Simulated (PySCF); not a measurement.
C4H5FSi, SMILES C#C/C(F)=C/[SiH3].

The structure is a stationary point at B3LYP-D3(BJ)/def2-SVP. The structure was generated by enumeration; whether it is a known compound was not checked.

All values below come from PySCF with B3LYP-D3(BJ)/def2-SVP.

Frequencies are harmonic and unscaled.

Computed normal modes with their intensities:
| mode | ν (cm⁻¹) | IR (km/mol) | Raman (Å⁴/amu) | depolarisation | moving atoms (share of kinetic energy) |
|---|---|---|---|---|---|
| 1 | 66 | 0.1 | 0.8 | 0.75 | H 92 % |
| 2 | 117 | 0.4 | 6.3 | 0.75 | C 64 %, H 24 %, Si 12 % |
| 3 | 123 | 1.1 | 3.6 | 0.74 | C 42 %, F 22 %, Si 19 %, H 17 % |
| 4 | 198 | 2.3 | 7.8 | 0.62 | F 37 %, C 30 %, Si 21 %, H 12 % |
| 5 | 337 | 1.3 | 2.2 | 0.75 | C 78 %, H 16 % |
| 6 | 433 | 0.8 | 7.3 | 0.36 | C 55 %, Si 24 %, F 13 %, H 8 % |
| 7 | 555 | 29.1 | 1.3 | 0.61 | C 54 %, H 24 %, F 17 % |
| 8 | 625 | 28.4 | 5.2 | 0.68 | H 55 %, C 24 %, F 12 %, Si 9 % |
| 9 | 640 | 9.0 | 20.0 | 0.75 | C 48 %, H 46 % |
| 10 | 683 | 0.4 | 4.6 | 0.75 | H 53 %, C 41 % |
| 11 | 689 | 56.4 | 5.1 | 0.75 | H 72 %, C 26 % |
| 12 | 729 | 31.2 | 1.6 | 0.75 | H 75 %, C 25 % |
| 13 | 799 | 23.7 | 2.6 | 0.19 | C 57 %, H 26 %, Si 13 % |
| 14 | 827 | 37.4 | 2.5 | 0.75 | H 73 %, C 27 % |
| 15 | 891 | 10.9 | 2.8 | 0.34 | C 53 %, F 32 %, H 14 % |
| 16 | 937 | 356.7 | 36.3 | 0.56 | H 90 %, Si 9 % |
| 17 | 952 | 54.0 | 30.5 | 0.75 | H 97 % |
| 18 | 956 | 39.7 | 24.7 | 0.69 | H 96 % |
| 19 | 1125 | 56.0 | 33.5 | 0.31 | H 52 %, C 42 % |
| 20 | 1297 | 95.3 | 5.3 | 0.74 | C 64 %, H 26 %, F 9 % |
| 21 | 1680 | 164.7 | 213.7 | 0.27 | C 98 % |
| 22 | 2221 | 15.9 | 662.0 | 0.27 | C 90 %, H 10 % |
| 23 | 2227 | 108.6 | 103.4 | 0.75 | H 96 % |
| 24 | 2228 | 75.5 | 217.7 | 0.04 | H 97 % |
| 25 | 2235 | 120.0 | 130.5 | 0.43 | H 96 % |
| 26 | 3193 | 2.7 | 60.7 | 0.37 | H 92 %, C 8 % |
| 27 | 3467 | 92.9 | 27.0 | 0.22 | H 86 %, C 14 % |
